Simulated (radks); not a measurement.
Coulomb parameter of the 4f shell of the samarium ion Sm2+ in the model configuration [Xe] 4f5 5d1, as a second difference U = [E(n + 0.5) + E(n - 0.5) - 2 E(n)] / (0.5)^2 with all orbitals relaxed. "Bare": the charge of the atom changes with n. "Screened": the 5d shell takes up the change at fixed total charge, which measures U(4f,4f) + U(5d,5d) - 2 U(4f,5d). Calculated with a radial shooting solver on a logarithmic mesh with Libxc functionals: scalar-relativistic Kohn-Sham, r2SCAN, spin-unpolarised, spherical densities, finite nucleus; meta-GGA in the generalised Kohn-Sham scheme; Fermi nuclear charge, rms radius 5.0819 fm.

| case | configuration | E - E(n) (eV) |
|---|---|---|
| start | [Xe] 4f5 5d1 | 0.000 |
| bare +0.5 | [Xe] 4f5.5 5d1 | -8.534 |
| bare -0.5 | [Xe] 4f4.5 5d1 | 12.656 |
| screened +0.5 | [Xe] 4f5.5 5d0.5 | -2.595 |
| screened -0.5 | [Xe] 4f4.5 5d1.5 | 3.750 |

U(bare) = 16.486 eV, U(screened by 5d) = 4.623 eV, against the Slater integral F0(4f,4f) = 27.684 eV with frozen orbitals.
